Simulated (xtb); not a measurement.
SiHF, SMILES F[SiH] (connectivity only; charge and spin as stated), neutral, multiplicity 1. All values are semi-empirical tight-binding results from xtb (GFN2-xTB unless named), good for trends rather than for accurate numbers. The structure is a stationary point at GFN2-xTB. The isomer is the one that the SMILES or the coordinates give; other isomers of the formula were not compared.

Computed properties:
```
Quantity                                        Value
--------------------------------------  -------------
point group as xtb finds it                        Cs
orbital gap                                   2.58 eV
dipole moment                                  1.60 D
zero-point energy                        5.2 kcal/mol
G − E(el) at 298.15 K (modified RRHO)   -9.4 kcal/mol
static polarisability (D4 model)           36.8 bohr³
solvation energy, GFN2-xTB/ALPB(water)   1.2 kcal/mol
solvation energy, GFN2-xTB/ALPB(chcl3)  -0.1 kcal/mol
```
